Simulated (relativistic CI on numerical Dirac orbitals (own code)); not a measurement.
**Radial parameters of Xe⁴⁺**

Calculated at this level of theory: Dirac-Coulomb-Breit CI, KLI orbitals optimised for each configuration, QED by a radiative potential, valence Slater integrals scaled by 0.85, P86 correlation energy added to each configuration (own radial code, finite nucleus).

Slater integrals F^k, G^k are unscaled and averaged over j, outside the closed core [Kr] 4d10; ζ comes from projecting the Hamiltonian with its Breit term on Σ l·s of the shell.

- 5s2.5p2: F^2(5p,5p) = 54928, ζ(5p) = 9568.9 cm⁻¹; <r>(5p) = 1.96, <r^2>(5p) = 4.305 (bohr units).
- 5s.5p3: F^2(5p,5p) = 55066, G^1(5s,5p) = 72122, ζ(5p) = 9486 cm⁻¹; <r>(5s) = 1.717, <r^2>(5s) = 3.298, <r>(5p) = 1.954, <r^2>(5p) = 4.279 (bohr units).
- 5s2.5p.5d: ζ(5p) = 9897.2, F^2(5p,5d) = 43280, G^1(5p,5d) = 50270, G^3(5p,5d) = 31668, ζ(5d) = 661.05 cm⁻¹; <r>(5p) = 1.95, <r^2>(5p) = 4.267, <r>(5d) = 2.567, <r^2>(5d) = 7.41 (bohr units).

Averages of the first 10 configurations, taken without configuration mixing, which lowers the lowest level and can move excited configurations by several eV; other configurations of the list can lie among them:

| Configuration | Parity | States | Average energy above the lowest level (eV) |
| --- | --- | --- | --- |
| 5s2.5p2 | even | 15 | 3.3 |
| 5s.5p3 | odd | 40 | 17.5 |
| 5s2.5p.5d | odd | 60 | 22.8 |
| 5p4 | even | 15 | 34.3 |
| 5s.5p2.5d | even | 300 | 36.2 |
| 5s2.5p.5f | even | 84 | 38.8 |
| 5s2.5p.4f | even | 84 | 26.5 |
| 5s2.5p.6s | odd | 12 | 26.6 |
| 5s2.5p.5g | odd | 108 | 43.5 |
| 5s2.5p.6p | even | 36 | 31.4 |
